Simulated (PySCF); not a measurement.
Computed with PBE-D3(BJ)/def2-TZVP // PBE0-D3(BJ)/def2-SVP (PySCF). All species are isolated molecules in the gas phase. One relaxed conformer stands for a flexible species; it need not be the lowest. Excitations are Tamm–Dancoff values on a coarser integration grid. The basis has no diffuse functions, so Rydberg states are missing or too high.

Reference species (SMILES): `C[O][Sn]([F])([F])[O]C` (C–O–Sn–F torsion 56°, F–Sn–O–C torsion -58°) (neutral, multiplicity 1).

LUMO: -3.56 eV
T1 excitation (TDA): 3.27 eV
S1 oscillator strength: 0.000
HOMO–LUMO gap: 3.45 eV

Changed species: `C[O][Sn]([F])([O]C)[O]C` (3 of 4 F replaced by OCH3; the reference has 2 of 4 F replaced by OCH3).

**Question.** What does the change do to the LUMO, T1 excitation (TDA), S1 oscillator strength and HOMO–LUMO gap?

**Answer.** the LUMO rises by 0.50 eV, to -3.06 eV; the T1 excitation (TDA) rises by 0.16 eV, to 3.43 eV; the S1 oscillator strength hardly moves; the HOMO–LUMO gap increases by 0.15 eV, to 3.60 eV.
